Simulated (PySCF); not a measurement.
**Fine-structure interval of Tl by level of theory**

Tl [Xe] 4f14 5d10 6s2 6p1 [6p1/2^1, M_J = 1/2] → Tl [Xe] 4f14 5d10 6s2 6p1 [6p3/2^1, M_J = 3/2], as a difference of total energies. Calculation: PySCF 2.14, in x2c-TZVPall-2c with one added diffuse shell each of s, p, d, f type (12s12p10d4f, 126 functions); the two-component X2C-1e Hamiltonian. Correlated levels: [Kr] 4d10 4f14 frozen; the 26 highest virtual spinors dropped. "Screened" scales the spin-orbit matrix elements by Boettger's factors to mimic the two-electron term; Breit and QED terms are absent.

```json
{"method": "GHF (screened spin-orbit)", "fine-structure interval (cm⁻¹)": "8101.7", "error (cm⁻¹)": "+309"}
{"method": "GMP2 (screened spin-orbit)", "fine-structure interval (cm⁻¹)": "7302.6", "error (cm⁻¹)": "-490"}
{"method": "GHF (bare spin-orbit)", "fine-structure interval (cm⁻¹)": "8288.0", "error (cm⁻¹)": "+495"}
```

Reference: 7792.7 cm⁻¹ (measured; NIST Handbook of Basic Atomic Spectroscopic Data (Sansonetti and Martin, J. Phys. Chem. Ref. Data 34, 1559 (2005))).

Errors of the correlated levels include the incompleteness of this basis and the frozen core.
